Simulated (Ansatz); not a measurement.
CH$_{6}$BSb, SMILES `C[BH][SbH2]` from Hartree–Fock to CCSD(T)

Cartesian coordinates in Å:
```
C 0.892 -0.917 0.430
B 0.407 0.524 0.123
Sb -1.109 1.013 -1.434
H 0.487 -1.151 1.427
H 1.979 -0.976 0.547
H 0.551 -1.700 -0.248
H 0.900 1.452 0.699
H -1.996 2.079 -0.446
H -2.112 -0.324 -1.097
```

Charge 0, multiplicity 1. Correlated methods include outer-core shells of Sb, which these sets cover unevenly. Sb takes the def2 core potential. The structure was optimised at the PBE0-D4/def2-TZVP level. Frozen core, restricted reference, the Gaussian-basis code of Ansatz.

```
     basis     HF (Eh)  MP2 corr.  CCSD corr.       (T)  CCSD(T) total
  def2-SVP  -305.22096   -0.35312    -0.40334  -0.01182     -305.63612
def2-TZVPP  -305.30110   -0.63903    -0.66827  -0.02197     -305.99134
def2-QZVPP  -305.30600   -0.89549           –         –              –
```
